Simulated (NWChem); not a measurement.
Molecule: BeSiH₄SO; SMILES [Be]([O][SiH3])[SH]

```xyz
8

Be    -0.0287    -0.7138     0.0006
S     -0.0520    -2.6248    -0.0003
H      1.3116    -2.6830     0.0005
O     -0.0338     0.7072     0.0015
Si    -0.0073     2.3734    -0.0005
H     -0.6017     2.8938    -1.2805
H      1.4125     2.8570     0.1153
H     -0.8031     2.8988     1.1627
```
Atoms are numbered in this order, from 1.

Program: NWChem. Pople sets run with spherical d functions. All runs use the structure optimised with PBE-D3(BJ)/def2-SVP. Vertical excitations in the gas phase.

Task: Estimate the computed values for B3LYP/6-31+G*, full TDDFT. Quantities: lowest excitation, singlet (eV); oscillator strength of that lowest state; orbital gap (eV).

Result: 
* **lowest excitation, singlet (eV)**: 5.39
* **oscillator strength of that lowest state**: 0.050
* **orbital gap (eV)**: 6.33
